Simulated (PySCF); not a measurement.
**Computed structure and properties of [Gd(S2)2]−**

System: [Gd(S2)2]− (singlet in the valence; each metal's 4f electrons, 7 of them, lie in its core potential, out of spins and levels); start: template (D2d). Method: PySCF 2.14.0, RKS B3LYP, Gd lcecp-1-SVP with ECP53, S def2-SVP; non-relativistic Hamiltonian with scalar-relativistic core potentials where named; density fitting; no spin-orbit coupling.

Input of the relaxation:

```python
mol = gto.M(atom='''
Gd     0.00000     0.00000     0.00000
S      0.73190     0.73190     2.52500
S     -0.73190    -0.73190     2.52500
S      0.73190    -0.73190    -2.52500
S     -0.73190     0.73190    -2.52500''',
    basis={'Gd': 'lcecp-1-SVP', 'S': 'def2-SVP'},
    ecp={'Gd': 'lcecp-1-SVP'},
    charge=-1, spin=0)
mf = dft.RKS(mol, xc='B3LYP')
mf.grids.atom_grid = (50, 194)  # f atoms: unpruned, at least (60, 302)
mf = mf.density_fit()  # fitting sets: Gd AutoAux, S def2-universal-JKFIT
mf.conv_tol = 1e-08; mf.max_cycle = 55
mf.kernel(dm0)  # dm0: converged density of the start geometry
# quasi-Newton relaxation in Cartesian coordinates to a largest gradient under 0.00045 Eh/bohr, steps kept in the point group
```

Run from Python with OMP_NUM_THREADS=2; the lines above give its settings. Where DIIS fails, smearing, a level shift and second-order steps follow.
It took 17 s on 2 threads of Intel(R) Xeon(R) 6975P-C (Granite Rapids) (shared host), from the converged density of the start.

Course of the relaxation:

```json
{"step": "0", "energy above end (eV)": "0.3738", "largest force component within the symmetry (eV/Å)": "1.117"}
{"step": "1", "energy above end (eV)": "0.0888", "largest force component within the symmetry (eV/Å)": "0.447"}
{"step": "2", "energy above end (eV)": "0.0056", "largest force component within the symmetry (eV/Å)": "0.135"}
{"step": "3", "energy above end (eV)": "0.0001", "largest force component within the symmetry (eV/Å)": "0.018"}
{"step": "4", "energy above end (eV)": "0.0000", "largest force component within the symmetry (eV/Å)": "0.010"}
```

Relaxed geometry (D2d):

```xyz
5

Gd    0.0000    0.0000    0.0000
S     0.7822    0.7822    2.3972
S    -0.7822   -0.7822    2.3972
S     0.7822   -0.7822   -2.3972
S    -0.7822    0.7822   -2.3972
```

```json
{"contact": "Gd1–S2 (S2)", "Å": "2.640"}
{"contact": "Gd1–S4 (S2)", "Å": "2.640"}
```

On the finer grid (75, 302):

```yaml
HOMO: -1.15 eV
LUMO: 1.73 eV
Dipole_about_the_centre_of_mass: 0.00 D
Set_of_Mulliken_populations_of_Gd1_outside_the_core_potential: s 2.31, p 6.37, d 1.66, f 0.04
D3_BJ_dispersion_energy_not_in_the_energies: -0.496 eV
```

```
atom  Mulliken (e)  Löwdin (e)  spin (e)
 Gd1          0.62       -0.41      0.00
  S2         -0.40       -0.15      0.00
  S3         -0.40       -0.15      0.00
  S4         -0.40       -0.15      0.00
  S5         -0.40       -0.15      0.00
```

The 4f levels lie in the core potential and are missing. Their spin isn't counted.

On the grid (50, 194), as all that follows. Harmonic modes: a minimum within the noise of the softest modes; lowest 44 cm⁻¹ (negative: unstable), highest 413 cm⁻¹, zero-point energy 0.128 eV.

Rigid scan of S2 along the line from its metal:

```
distance to the ligand's centre (Å)  energy (eV)
                               2.10        0.854
                               2.20        0.340
                               2.30        0.076
                               2.40        0.000
                               2.50        0.064
                               2.60        0.229
                               2.70        0.466
                               2.85        0.909
```

One start shape was tried, so this needn't be the lowest isomer.

An lcecp potential fixes the number of 4f electrons, so in runs with it no electron can move into or out of that shell.
